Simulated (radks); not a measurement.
La13+, configuration [Kr] 4d8 (the NIST ground configuration). Method: scalar-relativistic Kohn-Sham, PBE, spin-unpolarised, spherical densities, point nucleus; computed with a radial shooting solver on a logarithmic mesh with Libxc functionals. Some entries of the table are withheld. Estimate them.

orbital,occ.,eigenvalue (hartree),<r> (bohr),<r^2> (bohr^2)
1s,2,-1433.084,0.02507,(1)
2s,2,(2),0.1074,0.01361
2p,6,(3),0.09422,0.01084
3s,2,-57.14407,0.2847,(4)
3p,6,-49.63453,0.2826,(5)
3d,10,-38.87216,0.2591,0.07915
4s,2,-17.97448,0.6410,0.4623
4p,6,-15.47099,(6),0.5124
4d,8,-11.82431,0.7212,0.5967
5s,0,-8.06580,1.278,1.816
5p,0,-7.17625,1.363,2.072

Answer. 
(1) 1s <r^2> (bohr^2): 0.0008536
(2) 2s eigenvalue (hartree): -235.5683
(3) 2p eigenvalue (hartree): -212.0562
(4) 3s <r^2> (bohr^2): 0.09259
(5) 3p <r^2> (bohr^2): 0.09254
(6) 4p <r> (bohr): 0.6728
